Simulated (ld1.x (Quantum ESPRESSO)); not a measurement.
# Pseudopotential generation for Pm: TM semilocal, PBE, scalar-relativistic.

Input for ld1.x (Quantum ESPRESSO) 7.5:

```
&input
   title='Pm', zed=61., rel=1, dft='PBE', iswitch=3,
   config='[Xe] 4f5 5d0 6s2 6p0',
   nld=4, rlderiv=3.10, eminld=-5.0, emaxld=5.0, deld=0.02
 /
 &inputp
   pseudotype=1, tm=.true., lloc=0,
   nlcc=.false.,
   file_pseudopw='Pm.pp', file_wfcaegen='ae.wfc', file_wfcncgen='nc.wfc'
 /
4
5P  2  1   6.00   0.00  2.85  2.85  0.0
5D  3  2   0.00   0.00  2.65  2.65  0.0
4F  4  3   5.00   0.00  1.55  1.55  0.0
5S  1  0   2.00   0.00  1.40  1.40  0.0
 &test
   configts(1)='4f5 5s2 5p6 5d0 6s2 6p0'
 /
```

Command:

```bash
ld1.x < Pm.in > Pm.out
```

Resulting log (shortened: banner, matrices, multipoles, cross overlaps and the repeated all-electron block are left out):

```
Program LD1 v.7.5
     --------------------------- All-electron run ----------------------------

     Pm
     scalar relativistic calculation

     atomic number is 61.00
     dft =PBE   lsd =0 sic =0 latt =0  beta=0.20 tr2=1.0E-14
     Exchange-correlation= PBE
                           (   1   4   3   4   0   0   0)
     mesh =1259 r(mesh) = 100.89962 a.u. xmin = -7.00 dx = 0.01250
     1 Ry =  13.60569312 eV, c = 137.03599908

     n l     nl                  e(Ry)          e(Ha)          e(eV)
     1 0     1S 1( 2.00)     -3309.2406     -1654.6203    -45024.5119
     2 0     2S 1( 2.00)      -538.0379      -269.0189     -7320.3782
     2 1     2P 1( 6.00)      -480.4554      -240.2277     -6536.9290
     3 0     3S 1( 2.00)      -117.3281       -58.6640     -1596.3299
     3 1     3P 1( 6.00)       -99.2502       -49.6251     -1350.3677
     4 0     4S 1( 2.00)       -23.3280       -11.6640      -317.3940
     4 1     4P 1( 6.00)       -17.3969        -8.6985      -236.6970
     3 2     3D 1(10.00)       -74.4846       -37.2423     -1013.4152
     5 0     5S 1( 2.00)        -3.0775        -1.5388       -41.8717
     5 1     5P 1( 6.00)        -1.6663        -0.8331       -22.6710
     4 2     4D 1(10.00)        -9.0225        -4.5113      -122.7576
     4 3     4F 1( 5.00)        -0.1582        -0.0791        -2.1523
     5 2     5D 1( 0.00)        -0.1325        -0.0662        -1.8027
     6 0     6S 1( 2.00)        -0.2603        -0.1302        -3.5419
     6 1     6P 1( 0.00)        -0.0897        -0.0448        -1.2198

     final scf error:  4.2E-15 reached in  32 iterations

     Etot =  -20041.139296 Ry,  -10020.569648 Ha, -272673.591101 eV

     Ekin =   21377.325812 Ry,   10688.662906 Ha,  290853.334783 eV
     Encl =  -48731.525912 Ry,  -24365.762956 Ha, -663026.186972 eV
     Eh   =    7770.315099 Ry,    3885.157549 Ha,  105720.522701 eV
     Exc  =    -457.254295 Ry,    -228.627147 Ha,   -6221.261614 eV

     normalization and overlap integrals

     s(1S/1S) =  1.000000  <r> =   0.0232  <r2> =    0.0007  r(max) =   0.0148
     s(2S/2S) =  1.000000  <r> =   0.0990  <r2> =    0.0116  r(max) =   0.0843
     s(2P/2P) =  1.000000  <r> =   0.0871  <r2> =    0.0093  r(max) =   0.0673
     s(3S/3S) =  1.000000  <r> =   0.2605  <r2> =    0.0775  r(max) =   0.2379
     s(3P/3P) =  1.000000  <r> =   0.2588  <r2> =    0.0776  r(max) =   0.2350
     s(4S/4S) =  1.000000  <r> =   0.5929  <r2> =    0.3966  r(max) =   0.5497
     s(4P/4P) =  1.000000  <r> =   0.6278  <r2> =    0.4481  r(max) =   0.5779
     s(3D/3D) =  1.000000  <r> =   0.2362  <r2> =    0.0657  r(max) =   0.1924
     s(5S/5S) =  1.000000  <r> =   1.4405  <r2> =    2.3351  r(max) =   1.2861
     s(5P/5P) =  1.000000  <r> =   1.6938  <r2> =    3.2647  r(max) =   1.4574
     s(4D/4D) =  1.000000  <r> =   0.6882  <r2> =    0.5498  r(max) =   0.6000
     s(4F/4F) =  1.000000  <r> =   1.0687  <r2> =    1.6306  r(max) =   0.6387
     s(5D/5D) =  1.000000  <r> =   3.3295  <r2> =   13.9176  r(max) =   2.2015
     s(6S/6S) =  1.000000  <r> =   4.3769  <r2> =   21.7639  r(max) =   3.7215
     s(6P/6P) =  1.000000  <r> =   6.1009  <r2> =   42.8032  r(max) =   5.0235

     ------------------------ End of All-electron run ------------------------

     --------------------- Generating NC pseudopotential ---------------------

      Generating local pot.: lloc=0, matching radius rcloc =   1.4000

      Wfc   5P  rcut= 2.827  Using Troullier-Martins method

      Wfc   5D  rcut= 2.622  Using Troullier-Martins method

      Wfc   4F  rcut= 1.551  Using Troullier-Martins method

     ------------------- End of pseudopotential generation -------------------

     Computing logarithmic derivative in   3.10463

       Warning: n=3, l=1 expected 1 nodes, found 0
       Setting wfc to zero for this iteration
       (This warning will only be printed once per wavefunction)

     Computing logarithmic derivative in   3.10463
     Computing the partial wave expansion
       no projector for channel:   0
     R is outside the sphere for l=    1 j= 0.00
     R is outside the sphere for l=    2 j= 0.00
     R is outside the sphere for l=    3 j= 0.00

     ---------------------- Testing the pseudopotential ----------------------

     Pm
     scalar relativistic calculation

     atomic number is 61.00   valence charge is 15.00
     dft =PBE   lsd =0 sic =0 latt =0  beta=0.20 tr2=1.0E-14
     mesh =1259 r(mesh) = 100.89962 xmin = -7.00 dx = 0.01250

     n l     nl             e AE (Ry)        e PS (Ry)    De AE-PS (Ry)
     4 3     4F   1( 5.00)       -0.15819       -0.15819       -0.00000
     1 0     5S   1( 2.00)       -3.07751       -3.07755        0.00003
     2 1     5P   1( 6.00)       -1.66629       -1.66629       -0.00000
     3 2     5D   1( 0.00)       -0.13249       -0.13249       -0.00000
     2 0     6S   1( 2.00)       -0.26032       -0.26271        0.00239
     3 1     6P   1( 0.00)       -0.08965       -0.08965        0.00000

     eps = 5.9E-15  iter = 27

     Etot =  -20041.139296 Ry,  -10020.569648 Ha, -272673.591101 eV
     Etotps =  -134.880025 Ry,     -67.440012 Ha,   -1835.136224 eV

     Ekin =     119.005325 Ry,      59.502663 Ha,    1619.149933 eV
     Encl =    -265.828811 Ry,    -132.914405 Ha,   -3616.785224 eV
     Ehrt =     122.191953 Ry,      61.095976 Ha,    1662.506212 eV
     Ecxc =     -15.915467 Ry,      -7.957733 Ha,    -216.540960 eV
     Epseu=     -94.333025 Ry,     -47.166512 Ha,   -1283.466186 eV

     ---------------------- End of pseudopotential test ----------------------
```

Generation and configuration tests took about 4.6 s on one core of a shared server CPU.
